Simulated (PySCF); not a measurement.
## Electron correlation in Ar²⁺ (argon, charge +2)

[Ne] 3s2 3p4, high-spin 3P determinant. All numbers are calculated (PySCF 2.14, the spin-free X2C one-electron Hamiltonian (Gaussian nucleus), in x2c-TZVPPall). Frozen: 1s2; 14 electrons correlated.

| level | correlation energy (mhartree) |
| --- | --- |
| CCSD | -320.33 |
| (T) | -5.35 |
| CCSD(T) | -325.68 |

Diagnostics: T1 = 0.0055, D1 = 0.0270, largest double amplitude 0.056.

Cost of the coupled-cluster step: about 2.3 core-seconds, for 14 correlated electrons.

This basis was not built for core-valence correlation, so the inner-shell part is incomplete.
